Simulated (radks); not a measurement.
Effect of the nuclear size on the niobium ion Nb3+, [Kr] 4d2. All-electron calculation, Dirac Kohn-Sham, BLYP, spin-unpolarised, spherical densities, finite nucleus; open shells fill j = l - 1/2 first; Fermi nuclear charge, rms radius 4.324 fm. Program: a radial shooting solver on a logarithmic mesh with Libxc functionals. The rms radius is varied about that value; shifts are against it.

\begin{tabular}{lrrrrrrr}
rms radius (fm) & total energy shift (eV) & density at nucleus (e/bohr^3) & 1s1/2 shift (meV) & 2s1/2 shift (meV) & 4s1/2 shift (meV) & 4p1/2 shift (meV) & 5s1/2 (empty) shift (meV) \\ \hline
3.6192 & -0.381 & 8.406e+04 & -161 & -17.1 & -0.480 & 0.042 & -0.085 \\
4.1856 & -0.0795 & 8.28e+04 & -33.6 & -3.57 & -0.100 & 0.009 & -0.018 \\
4.324 & 0 & 8.252e+04 & 0.000 & 0.000 & 0.000 & 0.000 & 0.000 \\
4.4926 & 0.100 & 8.219e+04 & 42.3 & 4.49 & 0.126 & -0.011 & 0.022 \\
5.1283 & 0.508 & 8.108e+04 & 215 & 22.8 & 0.640 & -0.056 & 0.113 \\
\end{tabular}

Slopes of the eigenvalues against <r^2> in GHz/fm^2, as finite differences over the two radii next to the reference (eigenvalue slopes, not the field-shift constants of lines): 1s1/2 6890, 2s1/2 731, 4s1/2 20.5, 5s1/2 (empty) 3.62.
